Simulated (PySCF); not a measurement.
**EPR parameters of C5H12NSi**

Species: C5H12NSi (doublet state).
Atom-mapped SMILES: `[CH3:1][CH2:2][CH2:3][CH:4]/[CH:5]=[N:6]/[SiH3:7]` (hydrogens: H8, H9, H10 on C1; H11, H12 on C2; H13, H14 on C3; H15 on C4; H16 on C5; H17, H18, H19 on Si7)

Structure used (GFN2-xTB), in Å, numbered top down from 1:
```
atom  x, y, z in Å
C1    -2.4499    0.5319   -0.5940
C2    -2.3018   -0.8894   -0.0665
C3    -0.8861   -1.4346   -0.3172
C4     0.1358   -0.6824    0.4417
C5     1.2416   -0.0797   -0.1244
N6     2.0972    0.5751    0.5992
Si7    3.5280    1.4215    0.2500
H8    -2.2668    0.5622   -1.6659
H9    -1.7373    1.1940   -0.1070
H10   -3.4545    0.9039   -0.4077
H11   -3.0264   -1.5414   -0.5591
H12   -2.5082   -0.9069    1.0053
H13   -0.8687   -2.4825    0.0056
H14   -0.6618   -1.4056   -1.3858
H15   -0.0003   -0.5859    1.5097
H16    1.3666   -0.1786   -1.2103
H17    3.2658    2.7837    0.7211
H18    4.5462    0.7550    1.0654
H19    3.9710    1.4689   -1.1523
```

The hyperfine couplings belong to this conformer and change with its torsions.

Theory: UKS B3LYP, pcH-1 on C H N Si, non-relativistic, mean-field spin-orbit, GIAO (PySCF 2.14.0). One conformer (not necessarily the lowest) at the GFN2-xTB geometry, without solvent, vibrations or thermal averaging. Couplings are sensitive to structure, and on GFN2-xTB geometries they can be far from those on DFT ones. Stability of the SCF solution: not tested.

- g1, g2, g3: 2.00214, 2.00339, 2.00580
- g_iso: 2.00378
- Form of g: rhombic: the two nearest values differ by 34 % of g3 − g1
- ⟨S²⟩: 0.7698 (exact 0.7500)
- α and β electrons: 32, 31
- HOMO–LUMO gap, α and β orbitals: 6.42, 3.47 eV
- Basis functions: 305

Hyperfine couplings atom by atom, in MHz; T1 to T3 are the principal values of the dipolar part:

| atom | isotope | a_iso | of which spin–orbit | T1 | T2 | T3 | Mulliken spin population |
| --- | --- | --- | --- | --- | --- | --- | --- |
| C1 | 13C | 0.2 | 0.0 | -1.1 | 0.1 | 1.0 | 0.01 |
| C2 | 13C | 34.9 | 0.0 | -3.4 | -3.0 | 6.3 | 0.03 |
| C3 | 13C | -22.5 | 0.0 | -2.0 | 0.7 | 1.3 | -0.05 |
| C4 | 13C | 55.5 | -0.1 | -54.4 | -53.7 | 108.1 | 0.69 |
| C5 | 13C | -43.1 | 0.0 | -21.3 | 7.5 | 13.8 | -0.18 |
| N6 | 14N | 16.5 | 0.1 | -21.5 | -20.7 | 42.3 | 0.47 |
| Si7 | 29Si | 26.9 | 0.0 | -1.5 | 0.3 | 1.2 | -0.03 |
| H8 | 1H | 0.4 | 0.0 | -1.4 | -1.1 | 2.6 | 0.00 |
| H9 | 1H | 1.0 | 0.0 | -4.0 | -2.1 | 6.1 | 0.00 |
| H10 | 1H | -0.8 | 0.0 | -1.3 | -0.7 | 2.0 | 0.00 |
| H11 | 1H | 1.1 | 0.0 | -2.4 | -1.2 | 3.6 | 0.00 |
| H12 | 1H | -2.2 | 0.0 | -2.9 | -1.7 | 4.6 | 0.00 |
| H13 | 1H | 91.7 | 0.0 | -4.3 | -2.4 | 6.7 | 0.04 |
| H14 | 1H | 3.0 | 0.0 | -3.3 | -2.9 | 6.2 | 0.00 |
| H15 | 1H | -42.1 | 0.0 | -22.7 | -2.6 | 25.3 | -0.03 |
| H16 | 1H | 5.6 | 0.0 | -5.2 | -0.2 | 5.4 | 0.00 |
| H17 | 1H | 47.1 | 0.0 | -2.6 | -1.2 | 3.8 | 0.03 |
| H18 | 1H | 46.7 | 0.0 | -2.6 | -1.3 | 3.9 | 0.03 |
| H19 | 1H | -3.2 | 0.0 | -1.7 | -1.7 | 3.4 | 0.00 |

The largest Mulliken spin populations are on C4 (+0.69), N6 (+0.47) and C5 (-0.18). The angles at C4 add up to 360.0°, so it is planar; its axial dipolar tensor and the negative coupling of its proton fit spin in a p orbital normal to that plane.

Axes: g2 points within 6° of the C4–H15 bond.

Under fast tumbling the dipolar parts average out, and these isotropic splittings remain: 2 × 1H (H13/H14, I = 1/2, 3 lines) with 1.69 mT, 1 × 1H (H15, I = 1/2, 2 lines) with 1.50 mT, 3 × 1H (H17/H18/H19, I = 1/2, 4 lines) with 1.08 mT, 1 × 14N (N6, I = 1, 3 lines) with 0.59 mT and 1 × 1H (H16, I = 1/2, 2 lines) with 0.20 mT.

Class means assume fast exchange of nuclei equivalent by connectivity; if that motion is slow, each nucleus keeps its own coupling. The three 1H nuclei of mean +30.2 MHz run from -3.2 to 47.1 MHz in the frozen geometry. The 1H value of +47.4 MHz is a mean of couplings from 3.0 to 91.7 MHz in this one geometry, not an average over conformers.

The 13C coupling of C4 (55.5 MHz) shows only in satellite lines or after enrichment, since that isotope makes up about 1.07 % of natural carbon.

The 29Si coupling of Si7 (26.9 MHz) shows only in satellite lines or after enrichment, since that isotope makes up about 4.7 % of natural silicon.

Examples of negative spin density at the nucleus (bohr⁻³): C5 (-0.0383), Si7 (-0.0303) and C3 (-0.0200).
